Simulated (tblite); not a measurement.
C$_{5}$H$_{11}$Si, doublet, geometry from GFN2-xTB; GFN1-xTB with ALPB(water) (tblite).

tblite was given this input:
```
$ tblite run mol.xyz --method gfn1 --charge 0 --spin 1 --alpb water --json tblite.json --no-restart

# file mol.xyz
17

C      0.14448645     2.33517149    -1.12412862
C      0.65102697     1.50523725    -0.28117228
Si    -0.00433906    -0.27160853     0.14065850
C     -0.40943509    -0.31259644     2.00530085
C     -1.55808201    -0.65114497    -0.89294607
C      1.38929570    -1.51328348    -0.25771238
H     -0.69504943     2.32329597    -1.78512354
H      1.53767091     1.76376229     0.28640111
H     -0.77728748    -1.28958076     2.30547255
H     -1.17047554     0.41857297     2.26060601
H      0.46872598    -0.09488517     2.60575706
H     -2.34937526     0.06347837    -0.68864491
H     -1.34202296    -0.60894847    -1.95601165
H     -1.94597047    -1.64215993    -0.67545202
H      2.28238812    -1.30553916     0.32395847
H      1.08309078    -2.53141865    -0.03510036
H      1.66530009    -1.47436124    -1.30713062
```

The log (banner, timings and long lists left out):

```
xTB calculator
 | screened Coulomb repulsion
 | Coulomb electrostatics
 |  * isotropic Klopman-Ohno-Mataga-Nishimoto electrostatics
 |  * onsite third-order electrostatics
 | DFT-D3(BJ) dispersion correction
 | Interactions (3)
 | [1] alpb/gbsa reaction field model
 | [2] cds contribution to solvation
 | [3] empirical free energy shift and standard state/solvent correction

halogen bonding energy    0.0000000000000E+00 Eh
repulsion energy          2.9519299314152E-01 Eh
dispersion energy        -6.9562943524740E-03 Eh
interaction energy        6.2545802386891E-04 Eh
number of electrons       3.5000000000000E+01 e
integral cutoff           2.8146159136829E+01 bohr

------------------------------------------------------------
  cycle        total energy    energy error   density error
------------------------------------------------------------
      1     -18.22101569187  -1.8509878E+01   5.9211064E-01
      2     -18.22882473050  -7.8090386E-03   3.4726741E-01
      3     -18.22791586120   9.0886930E-04   2.8211976E-02
      4     -18.22927021175  -1.3543506E-03   7.7292335E-03
      5     -18.22934434073  -7.4128972E-05   1.5462049E-03
      6     -18.22934986894  -5.5282095E-06   1.1254529E-03
      7     -18.22935541594  -5.5470057E-06   2.6143774E-04
      8     -18.22935568651  -2.7057261E-07   7.6506136E-05
      9     -18.22935571451  -2.7998190E-08   2.8075438E-06
------------------------------------------------------------

electronic energy        -1.8518217871325E+01 Eh
total energy             -1.8229355714512E+01 Eh

Post processing:
 | Mayer-Wiberg bond orders

[Info] JSON dump of results written to 'tblite.json'
```
